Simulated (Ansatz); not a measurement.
# Worked example: the enthalpy of CHBr2F + CHBrClF → CHBrF2 + CHBr2Cl

Species: CHBr2F (dibromofluoromethane) `FC(Br)Br`, singlet; CHBrClF (bromochlorofluoromethane) `FC(Cl)Br`, singlet; CHBrF2 (bromodifluoromethane) `FC(F)Br`, singlet; CHBr2Cl `ClC(Br)Br`, singlet. The partners trade Br for F; both sit on C, so the bond types are kept.

Shapes, held fixed at every level: PBE0-D4/def2-TZVP. Programs: Ansatz 0.2.0. The zero-point and thermal terms to 298 K, harmonic and unscaled (PBE0-D4/def2-TZVP), stand in the table.

At HF/def2-SVP; 1 Eh = 2625.50 kJ/mol:

```
species   energy (Eh)  H(298 K) − E (kJ/mol)  tabulated ΔfH (kJ/mol)
 CHBr2F  -5281.949886                   68.1                  -179.5
CHBrClF  -3169.206245                   69.2                  -231.8
 CHBrF2  -2809.221887                   73.0                  -424.2
CHBr2Cl  -5641.943465                   64.6                    -3.0
```

Work out the reaction enthalpy at 298 K from the calculation and from the table of heats.


1. Electronic: (-2809.221887) + (-5641.943465) − [(-5281.949886) + (-3169.206245)] = -0.009221 Eh = -24.2 kJ/mol.
2. Zero-point and thermal: (73.0) + (64.6) − [(68.1) + (69.2)] = +0.3 kJ/mol.
3. Computed ΔH = -23.9 kJ/mol.
4. From the heats of formation (Active Thermochemical Tables): (-424.2) + (-3.0) − [(-179.5) + (-231.8)] = -15.9 kJ/mol.
5. Computed less tabulated: -8.0 kJ/mol. Tabulated heats carry uncertainties of their own.

Relativity is left out for Br unless named.
